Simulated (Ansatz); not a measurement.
Input file for Ansatz (a program for electronic structure): U-PBE/def2-TZVPP on C3H6 (SMILES C[C]C), 2S+1 = 3, a spin state set in the input, which need not be the lowest, at the other state's geometry.

Ansatz 0.2 input:
```yaml
crystal:
  periodic: [false, false, false]
  atoms:
    - {symbol: C, position_ang: [1.22431124, -0.01073060, 0.10538857]}
    - {symbol: C, position_ang: [-0.02960890, 0.26526343, -0.60191899]}
    - {symbol: C, position_ang: [-1.21030647, -0.11473687, 0.17931429]}
    - {symbol: H, position_ang: [1.46771354, -0.99654798, -0.33715158]}
    - {symbol: H, position_ang: [1.17707079, -0.15770946, 1.19671969]}
    - {symbol: H, position_ang: [2.05211129, 0.63998802, -0.17847518]}
    - {symbol: H, position_ang: [-1.06820747, -0.81758698, 1.01636128]}
    - {symbol: H, position_ang: [-2.08167352, -0.37514269, -0.42249510]}
    - {symbol: H, position_ang: [-1.45338985, 0.86822337, 0.62833767]}
basis:
  gaussian:
    orbitals: def2-TZVPP
hamiltonian:
  xc: {name: PBE}
magnetization: {spin_polarized: true, initial_magnetization: 2}
```

The log:

```
WARN ansatz: RAYON_NUM_THREADS=2 ignored (pool sized by the plan → 2); use --threads N
Functional definition: PBE
integrals: 0.06 GiB planned
894 factors; their error is unknown
mean field: 0.74 GiB planned
mean field evaluation 1: about -3189.2977 eV, gradient 5.0e1 eV
mean field evaluation 2: about -3173.1468 eV, gradient 7.1e1 eV
mean field evaluation 4: about -3201.2339 eV, gradient 3.9e0 eV
mean field evaluation 8: about -3201.3124 eV, gradient 3.0e-2 eV
mean field evaluation 16: about -3201.2858 eV, gradient 5.9e-5 eV
mean field -3201.28578809 eV, -117.6450828028 hartree, gradient 5.1e-5 eV, S^2 2.005250; 0 other end points of the search recorded, 0 dependent functions left out
reference -3201.28582862 eV, -117.6450842925 hartree; 13, 11 occupied and 164, 166 virtual orbitals, 894 factors
Total energy: -3201.28582862 eV, -117.6450842925 hartree
```

The calculation finished and met its thresholds.

Cost: roughly 4 core-seconds.
